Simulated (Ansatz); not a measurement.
Calculated with Ansatz (gas phase, PBE0-D4/def2-TZVP geometries, no zero-point term in ΔE). CBS: MP2 limit from def2 TZ/QZ plus the TZ coupled-cluster correction, frozen cores. Double bonds are as drawn, so ΔE can hold a change between cis and trans. One conformer a species, not always the lowest.

Consider the redistribution: `BBC[SiH3]` + `B/C=C(/C)F` → `B/C=C(\F)[SiH3]` + `BBCC`.

`BBC[SiH3]`:

Cartesian coordinates in Å:
```
B 0.879 1.929 0.558
B 0.696 0.691 -0.506
C 0.575 -0.820 -0.208
Si -1.268 -1.187 0.011
H -0.053 2.474 1.084
H 1.959 2.388 0.811
H 0.575 1.031 -1.660
H 1.041 -1.155 0.723
H 0.894 -1.463 -1.035
H -2.046 -0.738 -1.173
H -1.457 -2.652 0.177
H -1.795 -0.497 1.217
```

`B/C=C(/C)F`:

Cartesian coordinates in Å:
```
B 1.180 -1.701 -0.614
C 0.784 -0.294 -0.190
C -0.470 0.089 0.092
C -0.951 1.425 0.508
F -1.478 -0.780 0.013
H 2.326 -1.953 -0.848
H 0.360 -2.564 -0.717
H 1.521 0.498 -0.092
H -1.453 1.353 1.478
H -1.690 1.794 -0.209
H -0.128 2.133 0.577
```

`B/C=C(\F)[SiH3]`:

Z-matrix (Å, degrees):
```
Si
C 1 1.889
H 1 1.484 2 108.9
H 1 1.484 2 108.9 3 -119.2
H 1 1.482 2 107.8 3 120.4
C 2 1.341 1 127.1 3 -120.4
F 2 1.342 1 112.6 3 59.6
B 6 1.534 2 124.8 1 -180.0
H 6 1.087 2 114.0 1 0.0
H 8 1.196 6 119.7 2 180.0
H 8 1.193 6 120.7 2 -0.0
```

`BBCC`:

Z-matrix (Å, degrees):
```
C
B 1 1.563
C 1 1.523 2 118.3
H 1 1.101 2 106.5 3 -125.5
H 1 1.101 2 106.4 3 125.4
B 2 1.639 1 129.0 3 -0.1
H 2 1.210 1 115.9 3 179.9
H 3 1.093 1 111.1 2 59.7
H 3 1.093 1 111.1 2 -59.7
H 3 1.093 1 112.2 2 180.0
H 6 1.201 2 122.2 1 -91.6
H 6 1.201 2 122.2 1 91.6
```

```csv
level,ΔE (eV)
MP2/def2-TZVPP,0.67
CCSD/def2-TZVPP,0.62
```

(1) What does CCSD(T)/CBS give? (Best estimate.)

Largest T1 diagnostic among the species: 0.013.

Results:

(1) Computed: +0.62 eV. The listed levels differ from it by 0.05, 0.00 eV.

From PBE to PBE0 (25 % exact exchange), in def2-TZVPP and without D4, ΔE moves by +0.03 eV.
